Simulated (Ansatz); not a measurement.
System: CdI, net charge 1, singlet state. 
Coordinates optimised at B3LYP-D3(BJ)/def2-TZVP (Ansatz, a program for electronic structure):
SMILES: [Cd+][I]
```xyz
2

Cd     0.0000     0.0000    -1.3603
I      0.0000     0.0000     1.2320
```
Charge +1, spin multiplicity 1.

Computed values are from Ansatz. Correlated levels leave the core frozen unless marked. UHF or UKS for open shells. Spin-orbit coupling is left out. The frozen core is the preceding noble-gas configuration, with the filled d and f shells of earlier blocks. In def2 rows, elements after Kr have scalar-relativistic effective core potentials. CBS(X,Y): correlation extrapolated as X^-3; Hartree-Fock from the larger set.

```yaml
vertical ionisation energy (to the doublet): 15.08 eV at CCSD(T)/CBS(def2-TZVPPD,def2-QZVPPD)
vertical electron affinity (to the doublet; negative means unbound): 8.17 eV at CCSD(T)/CBS(def2-TZVPPD,def2-QZVPPD)
total_energy: -463.9478 Eh at CCSD(T)/CBS(def2-TZVPPD,def2-QZVPPD)
T1 diagnostic: 0.025 at CCSD/def2-QZVPPD
```
